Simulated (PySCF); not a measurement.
chloro(fluoromethyl)silane (CH₄ClFSi), SMILES [SiH2](Cl)CF.

The structure is a stationary point at PBE-D3(BJ)/def2-SVP. Other conformers were not sampled.

These are PBE-D3(BJ)/def2-SVP (PySCF) values and carry that method's errors.

Frequencies are harmonic and unscaled.

Computed normal modes with their intensities:
```csv
mode,ν (cm⁻¹),IR (km/mol),moving atoms (share of kinetic energy)
1,80,2.2,"F 48 %, Cl 28 %, Si 11 %, H 9 %"
2,160,0.5,"H 35 %, C 24 %, F 17 %, Cl 15 %, Si 9 %"
3,261,9.1,"H 31 %, F 26 %, Si 23 %, C 17 %"
4,517,42.6,"Si 38 %, Cl 31 %, H 18 %, C 10 %"
5,535,42.0,"H 46 %, Si 30 %, Cl 14 %"
6,639,3.6,"H 52 %, C 29 %, Si 15 %"
7,670,8.4,H 89 %
8,769,24.1,"H 59 %, C 28 %, Si 12 %"
9,872,174.9,"H 80 %, Si 11 %"
10,908,112.4,H 92 %
11,1050,64.1,"C 51 %, F 41 %"
12,1200,5.3,H 91 %
13,1260,2.8,"H 75 %, C 24 %"
14,1397,5.4,H 93 %
15,2169,88.9,H 97 %
16,2196,90.4,H 96 %
17,2932,19.3,H 95 %
18,2995,14.8,"H 90 %, C 10 %"
```
